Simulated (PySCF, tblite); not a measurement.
Isomers of C5H3F4S (doublet state), one GFN2-xTB conformer each. Single-point energies are computed at B3LYP/pcH-1 (PySCF, gas phase, no added dispersion term), electronic only. GFN2-xTB treats the open shell by occupation alone, and not every SCF solution was tested for stability.

Question: Rank them by B3LYP/pcH-1 energy, lowest first (kJ/mol).
A. `F[C@@H]1[CH]SC(C(F)(F)F)=C1` [radical]
B. `F[C@H]1[C]=C(C(F)(F)F)SC1` [radical]

Answer: A (0.0), B (105.2).

GFN2-xTB itself gives, in the same order: 0.0, 100.8. Both levels put the same isomer lowest.

Q: What happens when harmonic zero-point energies from GFN2-xTB frequencies are added?

A: 
```json
{"SMILES": "F[C@@H]1[CH]SC(C(F)(F)F)=C1", "ZPE (kJ/mol)": "181.8", "electronic (kJ/mol)": "0.0", "with ZPE (kJ/mol)": "0.0"}
{"SMILES": "F[C@H]1[C]=C(C(F)(F)F)SC1", "ZPE (kJ/mol)": "184.1", "electronic (kJ/mol)": "105.2", "with ZPE (kJ/mol)": "107.5"}
```

The zero-point energies span 2.3 kJ/mol. The order is unchanged.
